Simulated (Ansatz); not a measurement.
C4H6Si, SMILES `C=C=C1C[SiH2]1` at its PBE0-D4/def2-TZVP geometry, where that method's forces vanish. The species carries charge 0 and has multiplicity 1.

```tsv
atom	x (Å)	y (Å)	z (Å)
C1	-2.0210	0.4741	1.4595
C2	-0.9862	0.2354	0.7033
C3	0.0250	0.0181	-0.0619
C4	1.2885	-0.8249	-0.0726
Si5	1.0268	0.2575	-1.5592
H6	-2.0016	1.2636	2.2032
H7	-2.9291	-0.1122	1.3683
H8	2.0438	-0.5575	0.6633
H9	1.1410	-1.8996	-0.1567
H10	0.5882	-0.3476	-2.8350
H11	1.8245	1.4930	-1.7122
```

Problem. For each bond, give half the difference of the two atoms' forces along it (eV/Å; positive pushes the atoms apart) under PBE-D4, r2SCAN-D4, B3LYP-D4, ωB97M-V in def2-TZVPP. (Best estimate.)

Solution. Computed: 
```tsv
bond	length (Å)	PBE-D4	r2SCAN-D4	B3LYP-D4	ωB97M-V
C1–C2	1.304	0.16	0.09	0.10	0.05
C1–H6	1.085	0.04	-0.04	-0.06	-0.10
C1–H7	1.085	0.04	-0.04	-0.06	-0.10
C2–C3	1.287	0.10	-0.03	-0.14	0.04
C3–C4	1.519	-0.05	0.11	0.23	0.19
C3–Si5	1.817	0.04	0.03	0.16	0.02
C4–Si5	1.857	0.16	0.08	0.20	0.16
C4–H8	1.088	0.09	-0.04	-0.10	-0.12
C4–H9	1.088	0.09	-0.04	-0.10	-0.12
Si5–H10	1.479	0.01	-0.03	-0.11	-0.13
Si5–H11	1.479	0.01	-0.03	-0.11	-0.13
```

B3LYP here is the variant with VWN-RPA as its local correlation; programs differ in this.
